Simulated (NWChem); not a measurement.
System: C$_{2}$H$_{3}$F$_{2}$NSi; SMILES C#C[Si](N)(F)F

Input file for NWChem:

```
start job
memory heap 200 mb stack 900 mb global 1100 mb
geometry units angstroms noautosym nocenter noautoz
  C      0.002621     2.679964    -0.049216
  C      0.013826     1.466980    -0.040897
  Si     0.020186    -0.343738    -0.020337
  N     -1.527821    -0.917829     0.374674
  F      0.441784    -0.942295    -1.445057
  F      1.190723    -0.819758     0.972188
  H     -0.003262     3.747991    -0.061797
  H     -2.116171    -0.414661     1.025417
  H     -1.772355    -1.897584     0.309051
end
basis spherical
  * library 6-31g*
end
dft
  xc b3lyp
  iterations 150
end
property
  shielding
end
task dft property
```

Parts of the log:

```
             Northwest Computational Chemistry Package (NWChem) 7.3.0
             --------------------------------------------------------

                             Geometry "geometry" -> ""
                             -------------------------

 Output coordinates in angstroms (scale by  1.889725989 to convert to a.u.)

  No.       Tag          Charge          X              Y              Z
 ---- ---------------- ---------- -------------- -------------- --------------
    1 C                    6.0000     0.00262100     2.67996400    -0.04921600
    2 C                    6.0000     0.01382600     1.46698000    -0.04089700
    3 Si                  14.0000     0.02018600    -0.34373800    -0.02033700
    4 N                    7.0000    -1.52782100    -0.91782900     0.37467400
    5 F                    9.0000     0.44178400    -0.94229500    -1.44505700
    6 F                    9.0000     1.19072300    -0.81975800     0.97218800
    7 H                    1.0000    -0.00326200     3.74799100    -0.06179700
    8 H                    1.0000    -2.11617100    -0.41466100     1.02541700
    9 H                    1.0000    -1.77235500    -1.89758400     0.30905100

 Effective nuclear repulsion energy (a.u.)     290.6597800408

                              NWChem Property Module
                              ----------------------

  itol2e modified to match energy
  convergence criterion.

                                 NWChem DFT Module
                                 -----------------

 Summary of "ao basis" -> "ao basis" (spherical)
 ------------------------------------------------------------------------------
       Tag                 Description            Shells   Functions and Types
 ---------------- ------------------------------  ------  ---------------------
 C                           6-31g*                  6       14   3s2p1d
 Si                          6-31g*                  8       18   4s3p1d
 N                           6-31g*                  6       14   3s2p1d
 F                           6-31g*                  6       14   3s2p1d
 H                           6-31g*                  2        2   2s

  itol2e modified to match energy
  convergence criterion.

            General Information
            -------------------
          SCF calculation type: DFT
          Wavefunction type:  closed shell.
          No. of atoms     :     9
          No. of electrons :    54
           Alpha electrons :    27
            Beta electrons :    27
          Charge           :     0
          Spin multiplicity:     1
          Use of symmetry is: off; symmetry adaption is: off
          Maximum number of iterations: 150
          AO basis - number of functions:    94
                     number of shells:    44
          Convergence on energy requested:  1.00D-07
          Convergence on density requested:  1.00D-05
          Convergence on gradient requested:  5.00D-04

              XC Information
              --------------
                         B3LYP Method XC Potential
                     Hartree-Fock (Exact) Exchange  0.200
                        Slater Exchange Functional  0.800 local
                    Becke 1988 Exchange Functional  0.720 non-local
              Lee-Yang-Parr Correlation Functional  0.810
                  VWN I RPA Correlation Functional  0.190 local

[...]

          -----------------------------------------
          Chemical Shielding Tensors (GIAO, in ppm)
          -----------------------------------------

                                NWChem CPHF Module
                                ------------------

  scftype          =     RHF
  nclosed          =       27
  nopen            =        0
  variables        =     1809
  # of vectors     =        3
  tolerance        = 0.10D-03
  level shift      = 0.00D+00
  max iterations   =       50
  max subspace     =       30

 SCF residual:    3.0770775505238645E-005

Iterative solution of linear equations
  No. of variables     1809
  No. of equations        3
  Maximum subspace       30
        Iterations       50
       Convergence  1.0D-04

   iter   nsub   residual    time
   ----  ------  --------  ---------
     1      3    2.80D-01      53.6
     2      6    1.05D-02      58.1
     3      9    1.09D-03      62.5
     4     12    9.49D-05      66.9

      Atom:    1  C
        Diamagnetic
    263.1603      0.1660     -0.1482
      0.1660    281.7719     -0.3995
     -0.1482     -0.3995    263.1722

        Paramagnetic
   -236.3493     -2.6851     -2.3560
     -2.6851    -20.3427     -1.3719
     -2.3560     -1.3719   -233.2841

        Total Shielding Tensor
     26.8110     -2.5191     -2.5042
     -2.5191    261.4292     -1.7714
     -2.5042     -1.7714     29.8880

           isotropic =     106.0428
          anisotropy =     233.1400

          Principal Components and Axis System
                 1           2           3
              261.4694     31.2881     25.3707

      1        -0.0107     -0.4887      0.8724
      2         0.9999      0.0014      0.0130
      3        -0.0075      0.8724      0.4887

      Atom:    2  C
        Diamagnetic
    236.6177      0.1298     -0.0989
      0.1298    288.6646     -0.7155
     -0.0989     -0.7155    236.2859

        Paramagnetic
   -199.3070     -1.0178      1.4965
     -1.0178      1.0332     -1.7151
      1.4965     -1.7151   -200.3527

        Total Shielding Tensor
     37.3107     -0.8880      1.3976
     -0.8880    289.6978     -2.4306
      1.3976     -2.4306     35.9331

           isotropic =     120.9805
          anisotropy =     253.1156

          Principal Components and Axis System
                 1           2           3
              289.7243     38.1635     35.0538

      1        -0.0036      0.8513     -0.5247
      2         0.9999      0.0081      0.0063
      3        -0.0096      0.5246      0.8513

      Atom:    3  Si
        Diamagnetic
    884.9301     -0.9008      0.1503
     -0.9008    881.0108      1.0758
      0.1503      1.0758    885.2431

        Paramagnetic
   -408.9804     12.1934    -10.9448
     12.1934   -428.5208     -9.8996
    -10.9448     -9.8996   -414.2772

        Total Shielding Tensor
    475.9497     11.2926    -10.7945
     11.2926    452.4900     -8.8238
    -10.7945     -8.8238    470.9659

           isotropic =     466.4685
          anisotropy =      35.3119

          Principal Components and Axis System
                 1           2           3
              490.0098    462.3802    447.0156

      1         0.7321      0.6192     -0.2839
      2         0.3568      0.0065      0.9342
      3        -0.5803      0.7852      0.2162

      Atom:    4  N
        Diamagnetic
    332.6382      7.4734    -10.1035
      7.4734    323.0590      3.0254
    -10.1035      3.0254    311.6708

        Paramagnetic
    -86.0192     18.1152     -5.0177
     18.1152    -88.1559     -9.0860
     -5.0177     -9.0860    -87.3796

        Total Shielding Tensor
    246.6190     25.5886    -15.1212
     25.5886    234.9030     -6.0606
    -15.1212     -6.0606    224.2912

           isotropic =     235.2711
          anisotropy =      55.3035

          Principal Components and Axis System
                 1           2           3
              272.1401    221.8766    211.7965

      1         0.7585     -0.1021     -0.6436
      2         0.5720      0.5774      0.5826
      3        -0.3122      0.8101     -0.4963

      Atom:    5  F
        Diamagnetic
    463.1558     -3.0923     -7.7084
     -3.0923    465.0035     10.3274
     -7.7084     10.3274    485.9662

        Paramagnetic
   -152.4407    -23.0355     -5.0793
    -23.0355   -159.7007     25.0359
     -5.0793     25.0359   -108.0156

        Total Shielding Tensor
    310.7151    -26.1277    -12.7877
    -26.1277    305.3028     35.3633
    -12.7877     35.3633    377.9505

           isotropic =     331.3228
          anisotropy =      99.9235

          Principal Components and Axis System
                 1           2           3
              397.9385    318.1754    277.8545

      1        -0.2505      0.7925      0.5560
      2         0.4061     -0.4353      0.8035
      3         0.8788      0.4271     -0.2128

      Atom:    6  F
        Diamagnetic
    477.9746     -6.5918     13.9426
     -6.5918    464.2395     -5.4163
     13.9426     -5.4163    473.2586

        Paramagnetic
   -143.1143    -37.4003     28.4843
    -37.4003   -189.6452    -13.4100
     28.4843    -13.4100   -159.3336

        Total Shielding Tensor
    334.8603    -43.9921     42.4269
    -43.9921    274.5943    -18.8263
     42.4269    -18.8263    313.9249

           isotropic =     307.7932
          anisotropy =     119.2683

          Principal Components and Axis System
                 1           2           3
              387.3054    284.8989    251.1752

      1         0.7536     -0.4350      0.4929
      2        -0.3833      0.3183      0.8670
      3         0.5340      0.8423     -0.0731

      Atom:    7  H
        Diamagnetic
     23.5917     -0.0318     -0.0585
     -0.0318     41.5275     -0.2333
     -0.0585     -0.2333     23.5845

        Paramagnetic
      2.1921      0.0422      0.0245
      0.0422     -1.8244      0.0247
      0.0245      0.0247      2.1873

[...]
```

Level: B3LYP/6-31G* (spherical d), GIAO. The geometry was optimised at B3LYP/6-31G* (spherical d). The printed shielding anisotropy is the first printed principal value minus the mean of the other two.
